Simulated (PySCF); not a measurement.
PySCF 2.14 output of an unrestricted wB97M-V calculation on a single atom or ion in aug-cc-pV(T+d)Z with one added diffuse shell each of s, p, d, f type (7s6p5d3f, 71 functions), with the non-relativistic Hamiltonian (point nucleus):

```
SCF conv_tol = 1e-09
number electrons alpha = 10  beta = 5
    N. Mardirossian and M. Head-Gordon.,  J. Chem. Phys. 144, 214110 (2016)
cycle= 1 E= -396.961279320917  delta_E= -0.00387  |g|= 0.0134  |ddm|= 0.386
cycle= 2 E= -396.961371854373  delta_E= -9.25e-05  |g|= 0.003  |ddm|= 0.0807
cycle= 3 E= -396.961381454238  delta_E= -9.6e-06  |g|= 0.000877  |ddm|= 0.0248
cycle= 4 E= -396.961383434328  delta_E= -1.98e-06  |g|= 8.51e-05  |ddm|= 0.0171
cycle= 5 E= -396.961383460158  delta_E= -2.58e-08  |g|= 7.83e-06  |ddm|= 0.00219
cycle= 6 E= -396.961383460442  delta_E= -2.83e-10  |g|= 9.24e-07  |ddm|= 0.000284
converged SCF energy = -396.961383460442  <S^2> = 8.7500033  2S+1 = 6.0000011
```

The run itself started from symmetry-adapted Hartree-Fock orbitals and held the occupation by maximum overlap, on a logarithmic radial grid, so the iterations belong to that start.

Problem. Which element, charge and spin multiplicity is this?

Solution. S⁺ (sulfur, charge +1), multiplicity 6; the state was [Ne] 3s1 3p3 4s1, high-spin 6S determinant (an excited configuration).

The outer electron is Rydberg-like, and this basis confines it to a smaller radius and binds it less than a complete one would.
